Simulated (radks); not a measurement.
Spherical quantum dot in the effective-mass picture: electrons in a parabolic well V = omega^2 r^2 / 2 with omega = 1.04, with a point charge +1 (a donor) at the centre, all in effective atomic units (hartree* = m*/eps^2 hartree, bohr* = eps/m* bohr), one dielectric constant everywhere. Calculated with a radial shooting solver with Libxc functionals: non-relativistic Kohn-Sham, LDA (Slater exchange, Perdew-Wang correlation), spin-polarised, spherical densities. Levels are named by radial order and angular momentum (1s, 1p, 1d, 2s, ...), and open shells are averaged over m.

N = 9, configuration 1s2 1p6 2s(up 1, down 0). This is the lowest configuration that the search found. Occupied and some empty levels:

| level | occupation | eigenvalue (hartree*) | <r> (bohr*) |
|---|---|---|---|
| 1s up | 1 | 5.4434 | 1.182 |
| 1s down | 1 | 5.4873 | 1.205 |
| 1p up | 3 | 6.3124 | 1.724 |
| 1p down | 3 | 6.3319 | 1.722 |
| 2s up | 1 | 6.9184 | 1.755 |
| 2s down | 0 | 6.9735 | 1.756 |
| 1d up | 0 | 7.0773 | 2.024 |
| 1d down | 0 | 7.0986 | 2.020 |
| 1f up | 0 | 7.8773 | 2.258 |
| 1f down | 0 | 7.9013 | 2.256 |
| 2p up | 0 | 7.9749 | 2.040 |
| 2p down | 0 | 8.0025 | 2.051 |
| 1g up | 0 | 8.7163 | 2.460 |
| 1g down | 0 | 8.7413 | 2.460 |

Energy (hartree*): total 34.5395, kinetic 8.7768, external 7.3306, Hartree 22.499, exchange-correlation -4.0672.

Electron density:

| r (bohr*) | n(r) (e/bohr*^3) |
|---|---|
| 0.243 | 0.8085 |
| 0.503 | 0.5119 |
| 0.764 | 0.3586 |
| 1.02 | 0.2787 |
| 1.28 | 0.2272 |
| 1.55 | 0.1795 |
| 1.81 | 0.1296 |
| 2.07 | 0.08223 |
| 2.33 | 0.04507 |
| 2.59 | 0.02102 |
| 2.85 | 0.008311 |
| 3.11 | 0.002795 |
| 3.37 | 0.0007949 |
